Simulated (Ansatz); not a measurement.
Q: Name a neutral molecule of C, O, Sn and H with LUMO energy (ωB97M-V/def2-TZVPP) between 0.20 and 0.50 eV and LUMO energy (PBE0/def2-TZVPP) between -2.00 and -1.70 eV (Ansatz, PBE0-D4/def2-TZVP geometry).

A: `O=[CH][SnH2][OH]` (0.50 eV, -1.79 eV). Other molecules can fit too; these were computed, each in one conformer that needn't be the lowest.
